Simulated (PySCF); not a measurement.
# Electron correlation in Eu⁵⁰⁺ (europium, charge +50)

[Ne] 3s2 3p1, 2P determinant. Computed with PySCF 2.14 in an even-tempered Gaussian basis (17 s from 11 bohr⁻², ratio 2.5; 12 p from 14 bohr⁻², ratio 2.5; 4 d from 56 bohr⁻², ratio 2.7; 4 f from 84 bohr⁻², ratio 2.7), with the spin-free X2C one-electron Hamiltonian (Gaussian nucleus). Frozen: 1s2; 11 electrons correlated; the 20 highest virtual orbitals of each spin left out.

```csv
level,correlation energy (mhartree)
CCSD,-513.53
(T),-0.68
CCSD(T),-514.21
```

Diagnostics: T1 = 0.00046, D1 = 0.0020, largest double amplitude 0.043.

Spin-orbit coupling, absent here, splits the open shell strongly.

Cost of the coupled-cluster step: of the order of 30 core-seconds, for 11 correlated electrons.

Iterations:

```
CC2 = 0
CCSD nocc = (np.int64(6), np.int64(5)), nmo = (80, 80)
frozen orbitals [[0, 81, 82, 83, 84, 85, 86, 87, 88, 89, 90, 91, 92, 93, 94, 95, 96, 97, 98, 99, 100], [0, 81, 82, 83, 84, 85, 86, 87, 88, 89, 90, 91, 92, 93, 94, 95, 96, 97, 98, 99, 100]]
max_cycle = 100
direct = 0
conv_tol = 1e-08
conv_tol_normt = 1e-06
diis_space = 8
diis_start_cycle = 0
Init t2, MP2 energy = -0.493385879143741
Init E_corr(UCCSD) = -0.493385879144088
cycle = 1  E_corr(UCCSD) = -0.509260461990585  dE = -0.0158745828  norm(t1,t2) = 0.0108546
cycle = 2  E_corr(UCCSD) = -0.512581179555282  dE = -0.00332071756  norm(t1,t2) = 0.00247665
cycle = 3  E_corr(UCCSD) = -0.513533443583452  dE = -0.000952264028  norm(t1,t2) = 0.000582397
cycle = 4  E_corr(UCCSD) = -0.513529488313252  dE = 3.9552702e-06  norm(t1,t2) = 1.4245e-05
cycle = 5  E_corr(UCCSD) = -0.51352949648082  dE = -8.1675674e-09  norm(t1,t2) = 3.9989e-07
UCCSD converged
E(UCCSD) = -8282.403261807518  E_corr = -0.5135294964808198
UCCSD(T) correction = -0.000678303591912178
```

At this charge the one-electron X2C treatment keeps the bare 1/r₁₂, with no two-electron picture change or Breit term. The effect here is smaller than on the frozen 1s shell; and a scalar Hamiltonian misses the large spin-orbit splitting of the p shells, which matters for ns² → np² pairs.
